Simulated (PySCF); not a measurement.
# Polarisability and C₆ of Sc⁺ (scandium, charge +1)

[Ar] 3d1 4s1, high-spin 3D determinant. Calculation: PySCF 2.14, in aug-cc-pVTZ with one added diffuse shell each of s, p, d, f, g type (9s8p6d4f3g, 118 functions); no relativity, point nucleus. Coupled (time-dependent) response in atomic units; α is the mean over directions.

```tsv
method	mean α (bohr³)	α xx, yy, zz	C₆ (like pair)	S(−4)
r2SCAN0	63.49	61.09, 61.09, 68.29	447.4	3455
```

S(−4) is the Cauchy moment in α(ω) = α(0) + S(−4) ω² + …

α(iu) at r2SCAN0:

```tsv
u (hartree)	α(iu) (bohr³)
0	63.49
0.0500	55.96
0.100	41.71
0.200	21.96
0.300	13.37
0.500	7.080
0.750	4.414
1.00	3.181
1.50	1.953
2.00	1.327
3.00	0.7183
5.00	0.3014
```

A single London oscillator, α(iu) = α/(1 + u²/ω²), gives C₆ = (3/4) ω α². Matching the computed C₆ needs ω = 4 × 447.4 / (3 × 63.49²) = 0.148 hartree.

For an ion, C₆ is the dispersion term alone; charge-induced terms of lower order in 1/R come first.

The components differ because the open shell of this determinant is not spherical; for a pure term their mean is the scalar polarisability.
